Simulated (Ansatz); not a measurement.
Q: Predict a relaxed structure of Zr(OH)2Cl2 (ZrCl₂O₂H₂), charge 0, singlet, at r2SCAN-D4/def2-SVP (Ansatz).

A: 
```xyz
7

Zr    0.392   -0.126   -0.052
O    -0.665    0.708   -1.394
H    -1.276    1.133   -2.000
O    -0.600   -0.302    1.561
H    -1.181   -0.345    2.324
Cl    2.303    1.214    0.364
Cl    1.028   -2.282   -0.802
```
Point group C2v (tolerance 0.1 Å). The metal has 4 neighbours: O 1.90 Å, O 1.90 Å, Cl 2.37 Å, Cl 2.37 Å. This is one stationary point.

In the def2 sets Zr takes a core potential; there is no spin–orbit coupling.
